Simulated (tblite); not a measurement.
C₂H₈O₃SSi.
Atom-mapped SMILES: `[CH3:1][SiH2:2][CH2:3][S:4](=[O:5])(=[O:6])[OH:7]` (hydrogens: H8, H9, H10 on C1; H11, H12 on Si2; H13, H14 on C3; H15 on O7)

Cartesian coordinates in Å at the GFN2-xTB level; atoms count from 1:
```xyz
15
C2H8O3SSi angstrom
C      1.9865    0.6390   -0.6341
Si     1.2100   -0.6533    0.5084
C     -0.5628   -1.0085   -0.0838
S     -1.4223    0.4988    0.1927
O     -1.0413    1.4936   -0.7626
O     -1.3898    0.8740    1.5739
O     -2.9420    0.0221   -0.1368
H      1.2770    1.4444   -0.8110
H      2.2495    0.2113   -1.5995
H      2.8912    1.0662   -0.2108
H      1.8858   -1.9601    0.3944
H      1.1687   -0.2602    1.9165
H     -1.0792   -1.7552    0.5014
H     -0.6605   -1.2204   -1.1389
H     -3.5752    0.6163    0.2682
```

All values are computed: GFN2-xTB (tblite) harmonic vibrations without scaling, gas phase. This tight-binding method is rough: wavenumbers can miss measured ones by several per cent, in bad cases by 10 to 20. Modes of hydrogen on silicon can be 10 to 20 % off. One conformer, not necessarily the lowest. The optimisation stopped once no atom felt more than 0.01 eV/Å.

Lowest wavenumbers of the output (negative numbers stand for imaginary wavenumbers):
```
mode    cm-1
  1     -45.0
  2      23.2
  3     105.9
  4     131.5
  5     140.0
  6     172.9
  7     259.9
  8     290.8
  9     415.4
 10     434.8
 11     457.5
 12     480.9
 13     572.4
 14     645.8
 15     701.2
```

Problem. Is this structure a minimum?

Solution. Not by this Hessian. 1 mode is imaginary beyond 20i (45i cm⁻¹), so at this level the point lies at or near a first-order saddle. The curvature is small, so loose convergence or finite differences may be the whole cause.

Problem. Which atoms move in the imaginary mode?

Solution. 45i: H15 (hydroxyl hydrogen) 65 %, O6 (sulfonyl oxygen) 12 %. These are shares of the mass-weighted motion.

Problem. What is the remedy?

Solution. Step along that mode in both directions, optimise again with tighter thresholds and repeat the frequencies. The zero-point energy of this point (63.8 kcal/mol) counts the 38 real modes alone, and thermal corrections from it aren't those of a minimum.
